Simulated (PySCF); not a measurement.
Copper: a sound run and one with changed settings

Sound run: Cu [Ar] 3d10 4s1, Cu⁺ [Ar] 3d10. All numbers are calculated (PySCF 2.14, the non-relativistic Hamiltonian (point nucleus), in pcseg-2). In the sound run the correlated levels freeze [Ar]. The sound run starts from symmetry-adapted Hartree-Fock orbitals and uses a fine grid where one is needed.

Changed run: basis STO-3G. This setting is unsound on purpose.

| species | method | sound run (hartree) | changed run (hartree) | converged |
| --- | --- | --- | --- | --- |
| Cu | UHF | -1638.93075 | -1618.56747 | yes |
| Cu | MN15 | -1640.85578 | -1617.71578 | yes |
| Cu | BP86 | -1640.79319 | -1619.85709 | yes |
| Cu | MP2 | -1639.37132 | -1618.56635 | yes |
| Cu⁺ | UHF | -1638.69518 | -1618.43525 | yes |
| Cu⁺ | MN15 | -1640.57731 | -1617.58093 | yes |
| Cu⁺ | BP86 | -1640.49029 | -1619.69564 | yes |
| Cu⁺ | MP2 | -1639.10295 | -1618.43406 | yes |

Ionisation energy of Cu:

```tsv
method	sound run (eV)	changed run (eV)
UHF	6.410	3.598
MN15	7.578	3.669
BP86	8.242	4.393
MP2	7.303	3.600
SCS-MP2	7.159	3.600
```

A minimal basis cannot let orbitals breathe on ionisation and holds almost no correlation. A negative ionisation energy or a positive MP2 energy shows that the occupation asked for is not the lowest one in this basis.

For comparison, NIST gives 7.726 eV between the lowest levels.
